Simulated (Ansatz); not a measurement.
**Stretch profile**

InCl₂O (SMILES [O][In]([Cl])[Cl]), doublet, at its PBE0-D4/def2-TZVP minimum:

O1  (0.606, 1.014, 1.668)
In2  (0.032, 0.016, 0.045)
Cl3  (0.742, -2.145, -0.248)
Cl4  (-1.324, 1.055, -1.485)
(Å)

The bond length O1–In2 (1.989 Å at the minimum) is set to the values below, the two halves moving rigidly along the bond. Each method's energies count from its own value at the PBE0-D4 minimum structure. 3 of 9 computed points, where the reference changed state or T1 grew large, are left out. Ansatz 0.2.0; basis: def2-TZVPP; cores frozen in the correlated methods; orbitals are unrestricted. Filled d shells of the heavier atoms are correlated. Core potentials replace the inner electrons of the atoms past krypton. The def2 sets are not built for correlating such inner shells, so the correlated values are less sure here.

CCSD(T) energies along the scan:
```csv
bond length (Å),CCSD(T) (kcal/mol)
1.711,28.48
1.770,16.03
1.855,5.31
1.955,0.35
2.066,1.01
2.186,6.01
```
They count from the CCSD(T) energy at the PBE0-D4 minimum.

Minimum and curvature along this coordinate at CCSD(T): A fifth-order fit through the nearest points gives 1.994 Å, with a curvature of about 19 eV/Å².

Q: Treat the two halves as rigid bodies and work out the harmonic wavenumber of this stretch from that curvature (ν̃ = 521.5 √(k/μ) cm⁻¹ with k in eV/Å² and μ in u).

A: The halves weigh 16.00 and 185.72 u, so μ = 16.00 × 185.72/201.72 = 14.731 u and ν̃ = 521.5 √(19/14.731) ≈ 590 cm⁻¹. A true normal mode mixes in other motions, so this is a guide only.

Largest difference from the CCSD(T) curve over the scan: PBE-D4 1.77; PBE0-D4 1.69; wB97M-V 0.92; HF 1.42 kcal/mol. Each curve counts from its own value at the minimum.

The T1 diagnostic stays at or below 0.018. ⟨S²⟩ of the unrestricted Hartree–Fock references: 0.76 to 0.79 (a pure state has 0.75).

For scale, one of the runs: CCSD(T)/def2-TZVPP, 165 basis functions (an equivalent command: `ansatz run in.yaml --threads 8`). Hardware: 8 CPU threads, shared host. Wall time 2.1 min; peak host memory 3.6 GiB.
